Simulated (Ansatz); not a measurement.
Energy needed to pull apart C2H2ClGa (SMILES C#[C][GaH][Cl]), closed shell, into free ground-state atoms, from the structure below (displaced at random from a GFN2-xTB minimum); no zero-point or spin–orbit terms; open-shell atoms are treated unrestricted, in their ground-state multiplicity.

```tsv
atom	x (Å)	y (Å)	z (Å)
C1	1.8149	-0.6974	0.0615
C2	0.5854	-0.1270	0.0679
Ga3	-1.1934	0.5216	0.0744
Cl4	-2.4837	-0.3496	-1.2785
H5	2.7852	-0.9640	-0.0153
H6	-1.5688	1.5453	1.2192
```

Program: Ansatz 0.2.0. Basis: def2-TZVPP. Cores are frozen in the correlated methods. Filled d shells of the heavier atoms are correlated. The def2 sets are not built for correlating such inner shells, so the correlated values are less sure here.

| method | atomization energy (kcal/mol) |
| --- | --- |
| SPW92 | 576.8 |
| PBE-D4 | 513.7 |
| r2SCAN-D4 | 502.7 |
| PBE0-D4 | 499.8 |
| BHLYP-D4 | 473.0 |
| wB97M-V | 496.8 |
| HF | 349.5 |
| MP2 | ? |
| CCSD | ? |
| CCSD(T) | 492.6 |

Question: What does MP2 give? (To be estimated.)

Answer: By the calculation: 512.4 kcal/mol, which is about 19.8 kcal/mol more than CCSD(T)/def2-TZVPP.

Question: What does CCSD give? (To be estimated.)

Answer: By the calculation: 478.7 kcal/mol, which is about 13.9 kcal/mol less than CCSD(T)/def2-TZVPP.

In triple zeta the MP2 and coupled-cluster atomization energies are still short of their basis limit by a few kcal/mol a bond, whereas those of the functionals are nearly converged, so these differences are not deviations from converged CCSD(T).

T1 diagnostic: at most 0.015. The restricted Hartree–Fock reference is unstable towards an unrestricted one here.

For scale, one of the runs: CCSD(T)/def2-TZVPP forces, 180 basis functions (an equivalent command: `ansatz run in.yaml --threads 4`). Hardware: 4 CPU threads, shared host. Wall time 3.4 min; peak host memory 3.1 GiB.
